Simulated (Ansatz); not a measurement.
The cluster Mg₄S₄⁻, relaxed as a doublet with UKS r2SCAN-D4/def2-SVPD in Ansatz, starting from the GFN1-xTB geometry. Force threshold 0.02 eV/Å.

Another isomer (doublet) lies 0.60 eV lower at PBE0-D4/def2-TZVPD; other spin states weren't run for this one.

Start:

```xyz
8

Mg   -2.315    2.431   -0.857
Mg    0.272    0.589   -1.334
Mg    1.681   -1.800    0.634
Mg   -0.646   -0.785    2.212
S    -1.319    0.704    0.648
S    -0.661    2.178   -2.645
S     2.053   -0.910   -1.366
S     0.935   -2.407    2.708
```

| step | energy (eV) | largest force component (eV/Å) | SCF passes |
| --- | --- | --- | --- |
| 1 | -65105.5736 | 0.962 | 20 |
| 2 | -65105.6764 | 0.270 | 26 |
| 3 | -65105.6930 | 0.075 | 21 |
| 4 | -65105.6944 | 0.032 | 24 |
| 5 | -65105.6985 | 0.112 | 24 |
| 6 (rejected) | -65105.6928 | 0.240 | 21 |
| 7 | -65105.6998 | 0.022 | 21 |
| 8 | -65105.7000 | 0.011 | 23 |

Force components are those of the run's own axes.

End:

```csv
atom,x (Å),y (Å),z (Å)
Mg1,-2.292,2.499,-0.955
Mg2,0.198,0.585,-1.250
Mg3,1.830,-1.921,0.646
Mg4,-0.606,-0.794,2.153
S5,-1.425,0.752,0.709
S6,-0.710,2.215,-2.672
S7,2.076,-0.918,-1.364
S8,0.928,-2.420,2.733
```

By distances, no bond broke or formed. The bond that changes most is Mg1–S6, from 2.45 to 2.35 Å (atoms count from 1).

No frequencies were taken in this run, so the end may be a saddle point.

Run time 75 s (4 threads of Arm Neoverse V2 on a shared host).
